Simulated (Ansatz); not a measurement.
## Cost against result

Saddle point of CH5GaO, closed shell (CH₅GaO ([CH3][GaH][OH]) → GaHO ([O][GaH]) + CH₄; bonds formed: C2–H4; bonds broken: Ga1–C2, O3–H4), PBE0-D4/def2-TZVP structure:

Ga1  (-1.118, -0.211, -0.827)
C2  (0.665, 0.292, 0.499)
O3  (-0.644, -1.823, -0.522)
H4  (0.203, -0.917, 0.128)
H5  (-1.852, 1.039, -1.334)
H6  (0.124, 0.882, 1.244)
H7  (1.151, 0.957, -0.221)
H8  (1.472, -0.219, 1.034)
(Å)

Barriers are electronic and count from the start structure reached by relaxing down the imaginary mode.

Computed with Ansatz 0.2.0 (basis: as named in each row); correlated methods freeze the cores. Filled d shells of the heavier atoms are correlated. The def2 sets are not built for correlating such inner shells, so the correlated values are less sure here. B3LYP uses VWN-RPA correlation. Extrapolation: Hartree–Fock as exp(−7.88 √X), correlation as X^−2.97.

Times are rough, for one single point on 2 threads of a shared host (Intel Xeon Platinum 8259CL).

The estimate by CCSD(T) at an estimated basis limit (MP2 extrapolated from triple and quadruple zeta, plus CCSD(T) − MP2 in triple zeta) is 3.056 eV.

```json
{"method": "HF", "basis": "STO-3G", "time (s)": "under 1", "barrier (eV)": "4.881", "method less estimate": "1.825"}
{"method": "SPW92", "basis": "def2-SVP", "time (s)": "under 1", "barrier (eV)": "2.447", "method less estimate": "-0.609"}
{"method": "PBE-D4", "basis": "STO-3G", "time (s)": "under 1", "barrier (eV)": "2.237", "method less estimate": "-0.819"}
{"method": "PBE-D4", "basis": "def2-SVP", "time (s)": "1", "barrier (eV)": "2.560", "method less estimate": "-0.495"}
{"method": "B3LYP-D4", "basis": "6-31G", "time (s)": "1", "barrier (eV)": "3.038", "method less estimate": "-0.017"}
{"method": "SPW92", "basis": "def2-TZVPP", "time (s)": "1", "barrier (eV)": "2.499", "method less estimate": "-0.557"}
{"method": "PBE0-D4", "basis": "def2-SVP", "time (s)": "2", "barrier (eV)": "2.944", "method less estimate": "-0.112"}
{"method": "PBE-D4", "basis": "def2-TZVPP", "time (s)": "2", "barrier (eV)": "2.606", "method less estimate": "-0.450"}
{"method": "BLYP-D4", "basis": "def2-TZVPP", "time (s)": "2", "barrier (eV)": "2.686", "method less estimate": "-0.370"}
{"method": "PBE0-D4", "basis": "def2-TZVPP", "time (s)": "3", "barrier (eV)": "2.949", "method less estimate": "-0.107"}
{"method": "BHLYP-D4", "basis": "def2-TZVPP", "time (s)": "3", "barrier (eV)": "3.342", "method less estimate": "0.286"}
{"method": "CAM-B3LYP-D4", "basis": "def2-TZVPP", "time (s)": "4", "barrier (eV)": "3.090", "method less estimate": "0.035"}
{"method": "B3LYP-D4", "basis": "def2-TZVPP", "time (s)": "4", "barrier (eV)": "2.962", "method less estimate": "-0.094"}
{"method": "r2SCAN-D4", "basis": "def2-TZVPP", "time (s)": "4", "barrier (eV)": "2.815", "method less estimate": "-0.241"}
{"method": "CCSD(T)", "basis": "def2-SVP", "time (s)": "4", "barrier (eV)": "3.116", "method less estimate": "0.060"}
{"method": "r2SCAN0-D4", "basis": "def2-TZVPP", "time (s)": "5", "barrier (eV)": "3.072", "method less estimate": "0.016"}
{"method": "wB97M-V", "basis": "def2-SVP", "time (s)": "6", "barrier (eV)": "3.073", "method less estimate": "0.018"}
{"method": "RPA on PBE", "basis": "def2-TZVPP", "time (s)": "6", "barrier (eV)": "2.941", "method less estimate": "-0.115"}
{"method": "B2PLYP", "basis": "def2-TZVPP", "time (s)": "6", "barrier (eV)": "2.945", "method less estimate": "-0.111"}
{"method": "PBE-QIDH", "basis": "def2-TZVPP", "time (s)": "6", "barrier (eV)": "3.069", "method less estimate": "0.013"}
{"method": "wB97X-V", "basis": "def2-TZVPP", "time (s)": "8", "barrier (eV)": "3.115", "method less estimate": "0.059"}
{"method": "B97M-V", "basis": "def2-TZVPP", "time (s)": "8", "barrier (eV)": "2.948", "method less estimate": "-0.108"}
{"method": "wB97M-V", "basis": "def2-TZVPP", "time (s)": "8", "barrier (eV)": "3.077", "method less estimate": "0.021"}
{"method": "MP2", "basis": "def2-QZVPP", "time (s)": "22", "barrier (eV)": "2.917", "method less estimate": "-0.138"}
{"method": "CCSD(T)", "basis": "def2-TZVPP", "time (s)": "51", "barrier (eV)": "3.038", "method less estimate": "-0.018"}
```

All methods are single points on the PBE0-D4 structures.

No T1 diagnostic of these runs exceeds 0.026. The T1 diagnostic is large here, which may signal multireference character or strong orbital relaxation, so CCSD(T) is less sure.

Labels in which every atom is bracketed show which atoms are joined, not bond orders.
